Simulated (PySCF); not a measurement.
Species: C3H10FGeN.
Bonds: C1–N2, N2–C3, N2–Ge4, Ge4–C5, C5–F6. Hydrogens: H7, H8, H9 on C1; H10, H11, H12 on C3; H13, H14 on Ge4; H15, H16 on C5.

Theory: PySCF 2.14.0, PBE0-D3(BJ)/def2-SVP geometry optimisation, gas phase.

Q: What internal coordinates does the optimisation give?

A: 
| bond | length (Å) |
| --- | --- |
| C1–N2, N2–C3 | 1.441 |
| N2–Ge4 | 1.835 |
| Ge4–C5 | 1.977 |
| C5–F6 | 1.381 |
| C1–H7 and 3 like bonds | 1.104 |
| C1–H8, C3–H10 | 1.111 |
| Ge4–H13, Ge4–H14 | 1.540 |
| C5–H15, C5–H16 | 1.104 |

Bonds in one row agree within 0.01 Å and their mean is given. A selection of angles:
| angle | degrees |
| --- | --- |
| N2–C1–H7 | 110.3 |
| N2–C1–H8 | 113.7 |
| N2–C1–H9 | 110.6 |
| H7–C1–H8 | 107.3 |
| C1–N2–C3 | 114.0 |
| C1–N2–Ge4 | 118.4 |
| C3–N2–Ge4 | 118.7 |
| N2–Ge4–C5 | 112.2 |
| N2–Ge4–H13 | 107.1 |
| C5–Ge4–H13 | 108.3 |
| C5–Ge4–H14 | 109.2 |
| H13–Ge4–H14 | 112.8 |
| Ge4–C5–F6 | 108.6 |
| Ge4–C5–H15 | 110.7 |
| F6–C5–H15 | 109.0 |
| H15–C5–H16 | 107.8 |

Dihedral angles: C1–N2–Ge4–C5 71° (synclinal); N2–Ge4–C5–F6 -64° (synclinal). The mirror-image conformer, all signs reversed, is as good.

N2 (nitrogen bonded to 2 C and Ge) has angles 118.7°, 118.4° and 114.0°, sum 351.0°, 0.27 Å off the plane of its three neighbours. Ge4 (germanium bonded to C, N and 2 H) is tetrahedral (angles from 107.1° to 112.8°). Of the pairs four or more bonds apart, H7···H12 is among the closest relative to their van der Waals radii: 2.45 Å, 102 % of the sum of Bondi's values.

Point group: C1 (no symmetry element, even within 0.4 Å). Not checked by PBE0-D3(BJ)/def2-SVP frequencies. One conformer, not necessarily the lowest.

On Arm Neoverse N1, one thread, on a shared host, this took 4.6 min of wall time and 0.61 GiB of memory at its peak. That covers the optimisation of the geometry.
